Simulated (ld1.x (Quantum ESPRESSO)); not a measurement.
An all-electron radial function and its pseudo partner (ytterbium (Yb))

Columns: radius, all-electron u(r) and pseudo u(r) of the 5d shell (level -2.03 eV) of ytterbium in the configuration [Xe] 4f13 5d1 6s2 6p0; LDA (PZ), scalar-relativistic, TM scheme, ld1.x (Quantum ESPRESSO) 7.5.

```json
{"r (bohr)": "0.195", "all-electron": "0.0711", "pseudo": "0.0050"}
{"r (bohr)": "0.390", "all-electron": "-0.2341", "pseudo": "0.0371"}
{"r (bohr)": "0.585", "all-electron": "-0.1342", "pseudo": "0.1105"}
{"r (bohr)": "0.780", "all-electron": "0.1004", "pseudo": "0.2199"}
{"r (bohr)": "0.975", "all-electron": "0.3052", "pseudo": "0.3432"}
{"r (bohr)": "1.170", "all-electron": "0.4477", "pseudo": "0.4542"}
{"r (bohr)": "1.365", "all-electron": "0.5354", "pseudo": "0.5352"}
{"r (bohr)": "1.560", "all-electron": "0.5828", "pseudo": "0.5826"}
{"r (bohr)": "1.755", "all-electron": "0.6025", "pseudo": "0.6025"}
{"r (bohr)": "1.950", "all-electron": "0.6039", "pseudo": "0.6039"}
{"r (bohr)": "2.145", "all-electron": "0.5934", "pseudo": "0.5934"}
{"r (bohr)": "2.340", "all-electron": "0.5757", "pseudo": "0.5757"}
{"r (bohr)": "2.535", "all-electron": "0.5536", "pseudo": "0.5536"}
{"r (bohr)": "2.730", "all-electron": "0.5291", "pseudo": "0.5291"}
{"r (bohr)": "2.925", "all-electron": "0.5034", "pseudo": "0.5034"}
{"r (bohr)": "3.120", "all-electron": "0.4772", "pseudo": "0.4772"}
{"r (bohr)": "3.315", "all-electron": "0.4512", "pseudo": "0.4512"}
{"r (bohr)": "3.510", "all-electron": "0.4256", "pseudo": "0.4256"}
{"r (bohr)": "3.705", "all-electron": "0.4007", "pseudo": "0.4007"}
{"r (bohr)": "3.900", "all-electron": "0.3766", "pseudo": "0.3766"}
{"r (bohr)": "4.095", "all-electron": "0.3534", "pseudo": "0.3534"}
{"r (bohr)": "4.290", "all-electron": "0.3312", "pseudo": "0.3312"}
{"r (bohr)": "4.485", "all-electron": "0.3100", "pseudo": "0.3100"}
{"r (bohr)": "4.680", "all-electron": "0.2898", "pseudo": "0.2898"}
{"r (bohr)": "4.875", "all-electron": "0.2706", "pseudo": "0.2706"}
{"r (bohr)": "5.070", "all-electron": "0.2524", "pseudo": "0.2524"}
```

Q: How many radial nodes do the two functions have?

A: The all-electron 5d function has n − l − 1 = 2; the pseudo-wave has 0, since the states of the same l below it are removed with the core.

Q: Is the pseudo-wave norm-conserving?

A: Yes: the TM scheme keeps the norm inside the radius equal to the all-electron one, which fixes the energy derivative of the logarithmic derivative at the level.
